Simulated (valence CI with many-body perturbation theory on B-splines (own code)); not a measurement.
Ce+: key properties

Computed by relativistic CI+MBPT: three valence electrons over a frozen Dirac-Fock core [Xe], radial functions for each j: 8 s, 8 p, 9 d, 9 f, 6 g, 3 h, 2 i, with the one-electron correlation potential Σ1 (screened to all orders), the two-electron term Σ2, the three-electron term Σ3, Breit, model QED; selected single and double excitations, second order for the rest (own B-spline code, finite nucleus).

Set against measurement, 50 paired levels are off by 524 cm⁻¹ on average, the worst by 1199. These come from a selection out of the NIST Handbook of Basic Atomic Spectroscopic Data. Levels without a partner in it may be off by more, other configurations by several thousand cm⁻¹. 7 measured levels below the end of the list, from 4323 cm⁻¹ on, found no clear computed partner.

Names give the largest LS component (configuration and term), which can be under half, so a name can repeat, a term be missing and a line seem to break the LS rules; names also repeat where a configuration has a term twice.

Rates and lifetimes use the calculated energies. Strong lines usually hold to 10 to 20 %, long lifetimes can be off by a factor of two.

**Question.** What is the ground level?

**Answer.** 4f5d² ⁴H°_7/2, composition 47 % 4f5d² ⁴H° + 46 % 4f5d² ²G°, g = 0.793.

**Question.** Where does the other parity begin?

**Answer.** At 4f²6s ⁴H_7/2, 5015 cm⁻¹.

**Question.** What are the static dipole polarisabilities of the lowest levels?

**Answer.** 4f5d² ⁴H°_7/2 47.5 (tensor 1.2); 4f5d² ²G°_9/2 47.9 (tensor 8.0); 4f5d² ⁴I°_9/2 49.0 (tensor -0.43); 4f5d² ⁴H°_7/2 50.4 (tensor 3.6) bohr³, of which the core gives 5.83.

**Question.** How well does LS coupling describe the low levels?

**Answer.** Among the lowest 20 levels the leading LS term, summed over configurations, holds 62 % on average. For single configurations the figures are 57 % in LS and 55 % in jj coupling. Terms mix most in the J = 9/2 level at 1000 cm⁻¹, where the leading one holds 40 %.

**Question.** What is the ionisation energy?

**Answer.** 10.892 eV; NIST lists 10.956 ± 0.02 eV (semi-empirical).
